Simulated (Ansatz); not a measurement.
Geometry optimisation, RKS BHLYP-D4/def2-SVP (Ansatz 0.2.0).

Input file:

```yaml
crystal:
  periodic: [false, false, false]
  atoms:
    - { symbol: Ge, position_ang: [-0.650434, -1.027, -0.245133] }
    - { symbol: O, position_ang: [1.116609, 1.304956, 0.94619] }
    - { symbol: H, position_ang: [-1.466208, -2.144144, -0.894482] }
    - { symbol: H, position_ang: [0.578805, -1.569928, 0.459862] }
    - { symbol: H, position_ang: [-1.532883, -0.149663, 0.631326] }
    - { symbol: H, position_ang: [1.390912, 1.318414, 0.024472] }
    - { symbol: Cl, position_ang: [0.035661, 0.213807, -1.937971] }
    - { symbol: H, position_ang: [0.527537, 2.053557, 1.015835] }
basis:
  gaussian: { orbitals: def2-SVP }
hamiltonian:
  xc: { name: BHLYP }
  dispersion: d4
relax:
  f_tol: 0.03
  max_steps: 50
```

Run as:

```bash
$ ansatz run input.yaml --threads 2 --pin off --max-ram 3072MiB --backend cpu --events-out ev --progress --plain --runs-dir out
```

Task: Where does it end, and by what steps?

Result: It converged. After 6 steps the energy has fallen by 0.008 eV; H6 moved furthest, 0.11 Å.

```json
{"step": "0", "energy less start (eV)": "0.0000", "largest force component (eV/Å)": "0.304", "accepted": "yes"}
{"step": "1", "energy less start (eV)": "0.0074", "largest force component (eV/Å)": "0.505", "accepted": "no"}
{"step": "2", "energy less start (eV)": "-0.0056", "largest force component (eV/Å)": "0.289", "accepted": "yes"}
{"step": "3", "energy less start (eV)": "-0.0056", "largest force component (eV/Å)": "0.309", "accepted": "no"}
{"step": "4", "energy less start (eV)": "-0.0072", "largest force component (eV/Å)": "0.218", "accepted": "yes"}
{"step": "5", "energy less start (eV)": "-0.0079", "largest force component (eV/Å)": "0.034", "accepted": "yes"}
{"step": "6", "energy less start (eV)": "-0.0080", "largest force component (eV/Å)": "0.005", "accepted": "yes"}
```

```xyz
8
Properties=species:S:1:pos:R:3
Ge -0.638 -1.016 -0.243
O 1.125 1.292 0.912
H -1.461 -2.124 -0.900
H 0.575 -1.579 0.478
H -1.523 -0.135 0.626
H 1.298 1.325 -0.029
Cl 0.078 0.202 -1.910
H 0.546 2.035 1.066
```

Run time: 9.9 s on 2 threads of AMD EPYC 9R14 (Zen 4), on a shared host, peak memory 0.21 GiB.
